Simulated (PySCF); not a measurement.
PySCF input for CH11NSi4, SMILES [SiH3]/N=C\[SiH]([SiH3])[SiH3], PBE/pcSseg-1. Geometry optimised at r2SCAN-D4/def2-SVP. The structure was generated by enumeration; whether it is a known compound was not checked. The values are those of a single conformer.

```python
import numpy as np
from pyscf import gto, scf, dft
from pyscf.prop.nmr import rks as nmr

mol = gto.M(
    atom='''
    Si    3.01172385   -0.64141289   -0.37948139
    N     1.67495894   -0.43375237   -1.50538679
    C     0.45275596   -0.16917373   -1.27031820
    Si   -0.41543787    0.11006982    0.42652690
    Si   -2.13684219   -1.47349044    0.64759374
    Si   -1.36737850    2.25802913    0.42502204
    H     4.23708058   -0.94596524   -1.16526703
    H     3.24394255    0.60929031    0.40996128
    H     2.74836062   -1.77594840    0.56127202
    H    -0.23038445   -0.08080825   -2.14916120
    H     0.58519197   -0.02985618    1.53146760
    H    -2.92623583   -1.21872541    1.89126506
    H    -3.04818086   -1.35346887   -0.53224367
    H    -1.58471655   -2.86125301    0.69431004
    H    -0.31197063    3.31095169    0.32311388
    H    -2.16104647    2.47975931    1.67229311
    H    -2.28220355    2.37259428   -0.75265253
    ''',
    basis='pcSseg-1',
    charge=0,
    spin=0,
    max_memory=1600,
    verbose=3,
)
mf = dft.RKS(mol, xc='pbe').density_fit(auxbasis='def2-universal-jkfit')
mf.grids.level = 3
mf.conv_tol = 1e-10
mf.max_cycle = 100
mf.kernel()
n = nmr.NMR(mf)
n.verbose = 2
n.max_cycle_cphf = 60
sigma = n.kernel()
print('atom   isotropic/ppm   span/ppm')
for i, s in enumerate(sigma):
    w = np.linalg.eigvalsh((s + s.T) / 2)
    print(f'{mol.atom_symbol(i):2s}{i + 1:3d} {w.mean():14.3f} {w[2] - w[0]:11.3f}')
```

Log of the run:

```
converged SCF energy = -1256.63330188652
atom   isotropic/ppm   span/ppm
Si  1        400.599     104.026
N   2       -232.083    1085.407
C   3        -29.529     262.197
Si  4        432.597      69.198
Si  5        446.546      19.959
Si  6        446.510      19.975
H   7         25.794       6.387
H   8         26.168       6.085
H   9         26.165       6.081
H  10         20.521      11.432
H  11         26.869       7.549
H  12         27.555       8.069
H  13         27.358       7.800
H  14         27.421       9.105
H  15         27.421       9.105
H  16         27.555       8.068
H  17         27.359       7.801
```

The run converged.

Cost: very roughly 2.1 core-minutes.
